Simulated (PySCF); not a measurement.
## A thermochemical cycle for CaTe

PBE0 in PySCF with def2-SVP on every atom (core potentials on Te), for the lowest determinant that a PBE0 search found; no spin–orbit coupling. CaTe, a singlet (closed shell), has De = 2.68 eV to neutral atoms, and CaTe⁺, a doublet (π ↑), has De = 2.34 eV to Ca⁺ + Te.

The adiabatic ionisation energy of CaTe, between the minima, is 6.40 eV.

Q: Which ionisation energy of the Ca atom does this level give?

A: IE(Ca) = IE(molecule) + De(ion) − De(neutral) = 6.40 + 2.34 − 2.68 = 6.06 eV; the measured value is 6.113 eV (NIST ASD).

These are scalar-relativistic numbers at best; spin–orbit coupling would shift them, the dissociation energy most. For an ion De counts to the pair picked by the measured ionisation energies or electron affinities, which need not be the lowest pair at this level. States were picked by a PBE0 search and need not be the measured ground states.
